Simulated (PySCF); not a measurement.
Input file for PySCF: D3(BJ) and D4 dispersion corrections on C3H5N (a complex), monomers drawn apart or pushed together.

```python
from pyscf import gto
from pyscf.dispersion import dftd3, dftd4

mol = gto.M(
    atom='''
    C     0.65587892    0.01106795   -0.00144994
    C    -0.66698897    0.04372339    0.08925288
    H     1.20531864   -0.92255132    0.01977273
    H     1.24178992    0.91583373   -0.11153000
    H    -1.21719402    0.97657139    0.05709584
    H    -1.25371187   -0.86180458    0.18833972
    C     0.23024999    0.25626634    3.40165371
    N     0.30986196    0.33212312    4.54301798
    H     0.15549780    0.18491793    2.33477694
    ''',
    basis='def2-svp',
    charge=0, spin=0, verbose=0, max_memory=1800)
d3, d4 = {}, {}
for xc in ['hf', 'pbe', 'blyp', 'revpbe', 'tpss', 'r2scan', 'b3lyp', 'pbe0', 'bhlyp', 'camb3lyp', 'b2plyp']:
    d3[xc] = float(dftd3.DFTD3Dispersion(mol, xc=xc, version='d3bj', atm=False).get_dispersion()['energy'])
    print(f'D3(BJ) {xc:10s} {d3[xc]:14.8f} Eh')
for xc in ['hf', 'pbe', 'blyp', 'revpbe', 'tpss', 'r2scan', 'b3lyp', 'pbe0', 'bhlyp', 'camb3lyp', 'b2plyp']:
    d4[xc] = float(dftd4.DFTD4Dispersion(mol, xc={'camb3lyp': 'cam-b3lyp'}.get(xc, xc), atm=True).get_dispersion()['energy'])
    print(f'D4     {xc:10s} {d4[xc]:14.8f} Eh')
```

The log:

```
D3(BJ) hf            -0.03849779 Eh
D3(BJ) pbe           -0.00475114 Eh
D3(BJ) blyp          -0.00964584 Eh
D3(BJ) revpbe        -0.01220323 Eh
D3(BJ) tpss          -0.00586573 Eh
D3(BJ) r2scan        -0.00139495 Eh
D3(BJ) b3lyp         -0.00783527 Eh
D3(BJ) pbe0          -0.00403062 Eh
D3(BJ) bhlyp         -0.00589545 Eh
D3(BJ) camb3lyp      -0.00351411 Eh
D3(BJ) b2plyp        -0.00351083 Eh
D4     hf            -0.01440630 Eh
D4     pbe           -0.00385736 Eh
D4     blyp          -0.00848919 Eh
D4     revpbe        -0.01328585 Eh
D4     tpss          -0.00519517 Eh
D4     r2scan        -0.00107216 Eh
D4     b3lyp         -0.00605801 Eh
D4     pbe0          -0.00326538 Eh
D4     bhlyp         -0.00416782 Eh
D4     camb3lyp      -0.00326372 Eh
D4     b2plyp        -0.00271298 Eh
```

The run finished.

Cost: about 0.010 core-seconds (a rough figure).
